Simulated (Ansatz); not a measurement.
Mulliken charges of `B[N]1[AlH][CH]1O` from r2SCAN/def2-TZVPP in Ansatz (PBE0-D4/def2-TZVP geometry).

| atom | x (Å) | y (Å) | z (Å) | charge (e) |
| --- | --- | --- | --- | --- |
| B1 | 0.245 | 1.321 | 0.922 | -0.085 |
| N2 | -0.092 | 0.017 | 0.567 | -0.129 |
| Al3 | -0.491 | -1.703 | 0.601 | 0.430 |
| C4 | -0.343 | -0.466 | -0.852 | 0.039 |
| O5 | 0.790 | -0.503 | -1.663 | -0.362 |
| H6 | 0.417 | 1.601 | 2.076 | -0.032 |
| H7 | 0.359 | 2.165 | 0.067 | -0.047 |
| H8 | -0.645 | -2.965 | 1.523 | -0.080 |
| H9 | -1.168 | 0.083 | -1.314 | 0.064 |
| H10 | 1.010 | 0.399 | -1.923 | 0.203 |

Q: By hand: the dipole of these point charges (1 e Å = 4.8032 D).

A: Σ q r = (-0.368, -0.512, 0.010) e Å, of length 0.631 e Å = 3.03 D.

Q: How does the dipole of the full density compare? (An estimate is asked.)

A: Computed: (-0.239, -0.304, 0.029) e Å, 1.86 D; the point charges give 1.63 times that, at 4° from its direction.

Point charges leave out the atoms' own dipoles, such as those of lone pairs, and Mulliken's split depends on the basis, so the two needn't agree.
